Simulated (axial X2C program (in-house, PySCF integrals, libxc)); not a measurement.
**Nuclear properties of RuO⁻**

Computed with an in-house all-electron X2C program for linear molecules (integrals from PySCF): two-component X2C with atomic mean-field Coulomb and Gaunt terms, Gaussian nuclei, basis Ru dyall-acv3z, O dyall-av3z with contracted cores.

R = 1.713 Å (near the PBE0 minimum at charge -1 of the determinant lowest at the starting distance; the state shown can have its own minimum elsewhere).

Determinant lowest in the PBE0 search, Ω = 7/2 (⟨Sz⟩ = 1.50, ⟨Lz⟩ = 2.00 at PBE0), spin on the atoms Ru 1.24, O 0.25:

| level | Eeff magnitude (GV/cm) | Ws magnitude Ru (kHz) | A∥/gI Ru (MHz) | qzz Ru (a.u.) | A∥/gI O (MHz) | qzz O (a.u.) |
| --- | --- | --- | --- | --- | --- | --- |
| PBE0 | 2.57 | 0.262 | 293 | 1.77 | -11.6 | 0.63 |
| r2SCAN | 0.877 | 0.00634 | 329 | 1.61 | -5.76 | 0.65 |
| TPSSh | 0.852 | 0.0123 | 258 | 1.66 | -13.1 | 0.56 |
| PBE50 | 5.25 | 0.632 | 346 | 1.56 | -9.4 | 0.65 |

Determinant 0.33 eV from it at PBE0 and this distance, Ω = 3/2 (⟨Sz⟩ = 1.49, ⟨Lz⟩ = 0.01 at PBE0), spin on the atoms Ru 1.30, O 0.19:

```csv
level,Eeff magnitude (GV/cm),Ws magnitude Ru (kHz),A∥/gI Ru (MHz),qzz Ru (a.u.),A∥/gI O (MHz),qzz O (a.u.)
PBE0,1.23,0.636,1120,5.53,-12.4,0.67
HF,3.16,1.28,538,5.63,-9.52,0.90
r2SCAN,0.906,0.57,1260,5.44,-1.69,0.69
TPSSh,0.917,0.553,1180,5.39,-15.7,0.61
PBE50,1.89,0.858,1030,5.62,-7.92,0.75
```

Eeff is the effective electric field on the electron electric dipole moment in this Ω state and Ws the scalar–pseudoscalar constant of the nucleus named (defined with the proton number Z and per Ω); A∥ (defined per Ω) follows by multiplying with gI = μI/(I μN); qzz is the electric field gradient, eQq0 = 234.96 MHz × Q/barn × qzz. The operators were transformed with the bare-nucleus X2C matrices; with these basis sets, hyperfine constants and field gradients can be off by tens of per cent, and where levels differ in sign neither size nor sign is settled.

Problem. With gI(101Ru) = -0.2880, Q(101Ru) = 0.457 barn, Q(17O) = -0.02558 barn (g factors from the IAEA table of nuclear moments by Stone; Q from Pyykkö, Mol. Phys. 2018), turn the PBE0 values of the first state into constants in MHz.

Solution. A∥(101Ru) = 293 × -0.2880 = -84.4 MHz; eQq0(101Ru) = 234.96 × (0.457) × (1.77) = 190 MHz; eQq0(17O) = 234.96 × (-0.02558) × (0.63) = -3.79 MHz.

Each state is one determinant with collinear spin, which with several unpaired electrons need not be a pure state. Unrestricted Hartree–Fock can overshoot spin polarisation at the nuclei. For an anion, determinants above electron detachment, or with a positive highest level, are held by the basis set. With several open shells hyperfine constants can be off by a factor of several. Where Eeff spreads by more than a factor of two the levels disagree and none is to be relied on. Left out as unconverged or as another state under the same occupation: HF in at least one table. States lie within half an eV, so the first need not be the ground state. Further determinants of the search, some of them spin-mixed, are not shown. Where a field gradient or hyperfine factor spreads by more than a factor of two over the levels, a constant derived from it is not to be relied on. PBE0 term energies can be off by some tenths of an eV.
